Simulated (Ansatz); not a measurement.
WS2F2, relaxed as a singlet with RKS PBE-D4/def2-SVP in Ansatz, starting from the GFN2-xTB geometry. Force threshold 0.02 eV/Å.

In the def2 sets W takes a core potential; there is no spin–orbit coupling.

Start:

```csv
atom,x (Å),y (Å),z (Å)
W1,0.0357,0.0113,0.0548
S2,-0.2168,-1.8826,-0.9787
S3,-1.0837,1.5555,-0.9851
F4,1.8073,0.4523,0.1276
F5,-0.5424,-0.1365,1.7814
```

Task: Estimate the energy that the relaxation releases and the steps that it takes.

Result: 11.8 kJ/mol, in 5 steps; 11 s on 4 threads of Arm Neoverse N1 on a shared host. No frequencies were taken in this run, so the end may be a saddle point.

Task: Does the start keep its bonding and symmetry?

Result: By distances, no bond broke or formed. The bond that changes most is W1–F5, from 1.83 to 1.87 Å (atoms count from 1). Point group C2v at the start, C2v at the end, both within 0.05 Å.

Task: Predict the relaxed structure.

Result: 
```xyz
5

W     0.0657    0.0166    0.0992
S    -0.2124   -1.8261   -0.9522
S    -1.0504    1.5067   -0.9555
F     1.8733    0.4711    0.0069
F    -0.6762   -0.1682    1.8016
```
Bond lengths: 2 × S–W 2.14 Å; 2 × F–W 1.87 Å.
